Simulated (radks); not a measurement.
Values are calculated unless marked as measured or tabulated.
Species: Te+. Configuration: [Kr] 4d10 5s2 5p3 (the NIST ground configuration).

Level of theory: scalar-relativistic Kohn-Sham, r2SCAN, spin-polarised, spherical densities, finite nucleus; open shells are filled with parallel spins first (spin-orbit coupling, left out, can overturn this in heavy ions); meta-GGA in the generalised Kohn-Sham scheme; Fermi nuclear charge, rms radius 4.7423 fm; hard spherical wall at 5 bohr (a radial shooting solver on a logarithmic mesh with Libxc functionals).

Energy parts (hartree):
| part | energy |
|---|---|
| total | -6794.85239 |
| kinetic | 7119.75169 |
| electron-nucleus | -16422.46691 |
| Hartree | 2683.85960 |
| exchange-correlation | -175.99676 |

Orbitals (lengths in bohr, moments of r in powers of bohr; r(90%) holds 90 % of the orbital's charge):
orbital,occ.,eigenvalue (hartree),r(90%),<1/r>
1s up,1,-1164.666,0.0500,55.57
1s down,1,-1164.661,0.0500,55.57
2s up,1,-179.4437,0.185,12.73
2s down,1,-179.4432,0.185,12.73
2p up,3,-161.0020,0.171,12.18
2p down,3,-160.9986,0.171,12.18
3s up,1,-36.17590,0.472,4.560
3s down,1,-36.17312,0.472,4.559
3p up,3,-30.14042,0.480,4.330
3p down,3,-30.13659,0.480,4.330
3d up,5,-21.02989,0.466,4.087
3d down,5,-21.02593,0.466,4.087
4s up,1,-6.47701,1.10,1.815
4s down,1,-6.46774,1.11,1.813
4p up,3,-4.59766,1.20,1.659
4p down,3,-4.58961,1.20,1.657
4d up,5,-1.85391,1.50,1.364
4d down,5,-1.84002,1.48,1.371
5s up,1,-0.88922,2.94,0.6313
5s down,1,-0.76982,2.91,0.6455
5p up,3,-0.50959,3.33,0.5395
5p down,0,-0.37919,3.30,0.5490
5d up,0,0.00926,3.82,0.4451
5d down,0,0.15807,3.76,0.4541
6s up,0,0.20387,4.14,0.4590
4f up,0,0.30441,3.79,0.4604
6s down,0,0.35125,4.09,0.4799
4f down,0,0.44483,3.62,0.5182

The highest occupied level is 5p up at -13.867 eV. Spin moment in Bohr magnetons: 3. The density falls to 0.001 e/bohr^3 at r = 4.04 bohr. The pressure on the wall is 8.53 GPa.
